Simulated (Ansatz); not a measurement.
Reaction (hydrogenolysis of the Si–F bond): `O[Si](F)(Cl)Cl` + H₂ → `O[SiH](Cl)Cl` + H–F

Isolated molecules relaxed with PBE0-D4/def2-TZVP in Ansatz; ΔE leaves out vibrations. CBS: MP2 limit from def2 TZ/QZ plus the TZ coupled-cluster correction, frozen cores. This one scheme is used for every species. DFT in def2-TZVPP. Each species was taken in one conformer, which may not be the lowest.

```json
{"species": "`O[Si](F)(Cl)Cl`", "BHLYP-D4 energy (Eh)": "-1385.85693"}
{"species": "H₂", "BHLYP-D4 energy (Eh)": "-1.17009"}
{"species": "`O[SiH](Cl)Cl`", "BHLYP-D4 energy (Eh)": "-1286.52702"}
{"species": "H–F", "BHLYP-D4 energy (Eh)": "-100.45188"}
```

(1) Work out ΔE.

Largest T1 diagnostic among the species: 0.010.

Answers

(1) ΔE = (-1286.52702) + (-100.45188) − (-1385.85693) − (-1.17009) = 0.04812 Eh = +126.3 kJ/mol. CCSD(T)/CBS gives +121.3 kJ/mol.

The D4 term adds +4.2 kJ/mol with B3LYP and +2.1 kJ/mol with PBE0; it sums over pairs of atoms, weighted by their polarisabilities, and B3LYP, whose exchange is more repulsive, gets the larger term. From r2SCAN to r2SCAN0 (25 % exact exchange), in def2-TZVPP and without D4, ΔE moves by −4.0 kJ/mol. At CCSD(T), def2-SVP lies −10.5 kJ/mol from the extrapolated value and def2-TZVPP −0.0 kJ/mol.

B3LYP here is the variant with VWN-RPA as its local correlation; programs differ in this.
